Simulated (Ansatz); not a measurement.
System: sum formula SiOCl₂ (charge 0, singlet). 
Geometry from a B3LYP-D3(BJ)/def2-TZVP (Ansatz, a program for electronic structure) optimisation:
```
Si
O 1 1.5099
Cl 1 2.0170 2 125.67
Cl 1 2.0170 2 125.67 3 180.00
```
Charge 0, spin multiplicity 1.

Basis-set convergence of Hartree-Fock and CCSD(T) correlation energies (hartree) with Ansatz. Cores are frozen in the correlated levels unless marked. No spin-orbit coupling. Non-relativistic.

```json
[
 {"basis": "aug-cc-pV(D+d)Z", "functions": "119", "E(HF)": "-1282.92350", "E(corr, CCSD(T))": "-0.63643"},
 {"basis": "aug-cc-pV(T+d)Z", "functions": "211", "E(HF)": "?", "E(corr, CCSD(T))": "?"}
]
```

**Question.** Complete the blanks.

**Answer.** 
- aug-cc-pV(T+d)Z, E(HF): -1282.98906
- aug-cc-pV(T+d)Z, E(corr, CCSD(T)): -0.79832
